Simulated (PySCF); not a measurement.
Correlation energy of Ge (germanium, neutral)

[Ar] 3d10 4s2 4p2, high-spin 3P determinant. Calculation: PySCF 2.14, in cc-pVTZ-PP with ECP10MDF; scalar relativity through the core potential. Frozen: 3s2 3p6 3d10; 4 electrons correlated.

MP2 pair energies summed by pair of shells (mhartree):

```json
{"pair": "4s-4p", "energy": "-30.03", "share (%)": "59.9"}
{"pair": "4s-4s", "energy": "-15.33", "share (%)": "30.6"}
{"pair": "4p-4p", "energy": "-4.79", "share (%)": "9.5"}
```

Total MP2 correlation energy: -50.15 mhartree.

Same-spin part -8.68 and opposite-spin part -41.47 mhartree; SCS-MP2 scales them by 1/3 and 6/5 to -52.66 mhartree.

```json
{"level": "CCSD", "correlation energy (mhartree)": "-64.83"}
{"level": "(T)", "correlation energy (mhartree)": "-1.80"}
{"level": "CCSD(T)", "correlation energy (mhartree)": "-66.63"}
```

Diagnostics: T1 = 0.0092, D1 = 0.0240, largest double amplitude 0.084.

Problem. Is a single reference adequate?

Solution. Mostly. T1 lies below 0.03, but a double amplitude of this size points to a near-degeneracy that CCSD handles and MP2 describes poorly.
